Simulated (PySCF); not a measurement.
PySCF 2.14 output of an unrestricted r2SCAN calculation on a single atom or ion in ANO-RCC-VTZP (6s5p2d1f, 38 functions), with scalar relativity by spin-free X2C-1e:

```
SCF conv_tol = 1e-09
number electrons alpha = 11  beta = 9
    J. W. Furness, A. D. Kaplan, J. Ning, J. P. Perdew, and J. Sun.,  J. Phys. Chem. Lett. 11, 8208-8215 (2020)
    J. W. Furness, A. D. Kaplan, J. Ning, J. P. Perdew, and J. Sun.,  J. Phys. Chem. Lett. 11, 9248-9248 (2020)
    J. W. Furness, A. D. Kaplan, J. Ning, J. P. Perdew, and J. Sun.,  J. Phys. Chem. Lett. 11, 8208-8215 (2020)
    J. W. Furness, A. D. Kaplan, J. Ning, J. P. Perdew, and J. Sun.,  J. Phys. Chem. Lett. 11, 9248-9248 (2020)
cycle= 1 E= -680.250722058669  delta_E= -0.00309  |g|= 0.0113  |ddm|= 0.103
cycle= 2 E= -680.250762263046  delta_E= -4.02e-05  |g|= 0.00574  |ddm|= 0.0114
cycle= 3 E= -680.250771652508  delta_E= -9.39e-06  |g|= 0.000454  |ddm|= 0.00341
cycle= 4 E= -680.250771682578  delta_E= -3.01e-08  |g|= 2.54e-05  |ddm|= 0.000151
cycle= 5 E= -680.250771682902  delta_E= -3.24e-10  |g|= 1.26e-06  |ddm|= 2.07e-05
converged SCF energy = -680.250771682902  <S^2> = 2.0000363  2S+1 = 3.0000242
```

The run itself started from symmetry-adapted Hartree-Fock orbitals and held the occupation by maximum overlap, on a logarithmic radial grid, so the iterations belong to that start.

Question: Which element, charge and spin multiplicity is this?

Answer: Ca (calcium, neutral), multiplicity 3; the state was [Ar] 4p2, high-spin 3P determinant (an excited configuration).
